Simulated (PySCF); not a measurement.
SMILES [CH3][Al]([CH3])[SiH2][SiH](C)C, GFN2-xTB optimised geometry.

```
22

Si     1.17    -1.23     0.00
C      3.07    -1.23     0.00
C      0.58    -2.24     1.51
Si     0.24     0.92     0.00
Al    -1.57     1.36    -1.56
C     -1.31     0.89    -3.49
C     -3.33     2.16    -1.05
H      0.75    -1.99    -1.20
H      3.47    -0.71     0.87
H      3.48    -2.24     0.00
H      3.46    -0.72    -0.88
H      0.88    -1.77     2.44
H     -0.50    -2.32     1.51
H      0.99    -3.25     1.50
H      1.36     1.88    -0.20
H     -0.15     1.24     1.40
H     -1.96     0.07    -3.82
H     -0.29     0.58    -3.71
H     -1.53     1.73    -4.15
H     -3.48     2.24     0.03
H     -3.46     3.17    -1.45
H     -4.17     1.58    -1.45
```

Density from PySCF 2.14.0 with PBE0/def2-SVP at that geometry.

Minimum of the electron density along straight lines between bonded atoms, close to the bond critical point (lines longer than 1.1 times the sum of covalent radii, or with two minima, are not listed):

```tsv
bond	length / Å	ρ at the minimum / e bohr⁻³	∇²ρ there / e bohr⁻⁵	position (fraction from the first atom)
Si1–C2	1.906	0.109	0.31	0.38
Si1–C3	1.905	0.109	0.31	0.38
Si4–Al5	2.431	[?]	0.07	0.65
Al5–C6	1.997	0.078	0.30	0.40
Al5–C7	1.998	0.078	0.30	0.40
Si1–H8	1.481	0.113	0.31	0.49
C2–H10	1.087	0.271	-0.97	0.62
C3–H12	1.086	0.272	-0.97	0.62
C3–H13	1.086	0.272	-0.97	0.62
Si4–H15	1.489	0.109	0.30	0.49
Si4–H16	1.489	0.109	0.30	0.49
C6–H17	1.097	0.262	-0.89	0.62
C6–H18	1.097	0.264	-0.91	0.62
C6–H19	1.097	0.262	-0.89	0.62
C7–H20	1.097	0.264	-0.91	0.62
C7–H21	1.098	0.262	-0.89	0.62
C7–H22	1.098	0.262	-0.89	0.62
```

Question: Fill in the missing entries.

Answer: 
- Si4–Al5, ρ at the minimum / e bohr⁻³: 0.062
